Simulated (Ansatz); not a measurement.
C3H7AlS (`C/C=C\[S][AlH2]`) at its PBE0-D4/def2-TZVP geometry, where that method's forces vanish. Charge 0, multiplicity 1.

```csv
atom,x (Å),y (Å),z (Å)
C1,0.9394,-0.2660,-1.2400
C2,0.2956,0.7891,-0.4143
C3,0.2393,0.8508,0.9357
S4,0.6698,-0.4598,2.0511
Al5,-1.2973,-0.7939,1.0541
H6,1.8260,0.1626,-1.7210
H7,0.2792,-0.6103,-2.0383
H8,1.2504,-1.1180,-0.6367
H9,-0.0884,1.6571,-0.9477
H10,-0.1660,1.7532,1.3876
H11,-1.3731,-1.8730,-0.0975
H12,-2.5748,-0.0919,1.6670
```

Q: For each bond, give half the difference of the two atoms' forces along it (eV/Å; positive pushes the atoms apart) under PBE-D4, r2SCAN-D4, B3LYP-D4, ωB97M-V in def2-TZVPP. (Estimate.)

A: Ansatz gave: 
```csv
bond,length (Å),PBE-D4,r2SCAN-D4,B3LYP-D4,ωB97M-V
C1–C2,1.486,-0.16,0.00,0.21,0.34
C1–H6,1.096,0.12,-0.01,-0.07,-0.11
C1–H7,1.092,0.11,-0.03,-0.06,-0.09
C1–H8,1.089,0.13,-0.03,-0.08,-0.10
C2–C3,1.353,0.40,0.19,-0.06,-0.24
C2–H9,1.089,0.04,-0.07,-0.14,-0.11
C3–S4,1.774,0.06,0.06,0.29,0.27
C3–Al5,2.254,0.03,-0.03,0.24,0.21
C3–H10,1.088,0.03,-0.07,-0.15,-0.12
S4–Al5,2.230,0.20,0.06,0.23,0.14
Al5–H11,1.580,0.04,-0.01,-0.12,-0.14
Al5–H12,1.581,0.02,-0.03,-0.13,-0.13
```

B3LYP here is the variant with VWN-RPA as its local correlation; programs differ in this.
